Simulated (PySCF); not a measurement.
A small calculation by hand: entropy of an ideal gas

B(F)(NH2)2 (BFH4N2), SMILES NB(N)F.

Coordinates come from a B3LYP-D3(BJ)/def2-SVP optimisation. One conformer was computed; it need not be the lowest.

PySCF with B3LYP-D3(BJ)/def2-SVP gives the harmonic wavenumbers 234, 299, 350, 366, 426, 544, 640, 842, 858, 906, 1394, 1421, 1584, 1602, 3622, 3626, 3726, 3726 cm⁻¹ and the rotational temperatures 0.4637, 0.4272, 0.2223 K. The molar mass is 61.85 g/mol, the symmetry number 2, the spin multiplicity 1.

Problem. Work out the entropy at 298.15 K and 1 atm in the rigid-rotor, harmonic-oscillator model.

Solution. 
Translation (Sackur–Tetrode at 1 atm): S = R[1.5 ln M + 2.5 ln T − 1.16487] = 160.2 J/(mol K).
Rotation: q = (√π/σ) T^1.5/√(θA θB θC) = 21700, S = R[ln q + 3/2] = 95.5 J/(mol K).
Vibration: with u = 1.4388 ν/T, each mode gives R[u/(e^u − 1) − ln(1 − e^−u)]:
```tsv
ν (cm⁻¹)	modes	u	S (J/(mol K))
234	1	1.13	7.73
299	1	1.44	5.95
350	1	1.69	4.88
366	1	1.77	4.59
426	1	2.06	3.65
544	1	2.63	2.33
640	1	3.09	1.61
842	1	4.06	0.74
858	1	4.14	0.69
906	1	4.37	0.57
1394	1	6.73	0.08
1421	1	6.86	0.07
1584	1	7.64	0.03
1602	1	7.73	0.03
```
The stiffer modes add less than 0.005 each. Sum 33.0 J/(mol K).
Spin: R ln 1 = 0.0 J/(mol K).
Total 288.6 J/(mol K); the program's own thermochemistry gives 288.6. Translation makes up 55 % and vibration 11 %. Anharmonicity, hindered rotation and orbital degeneracy are left out.
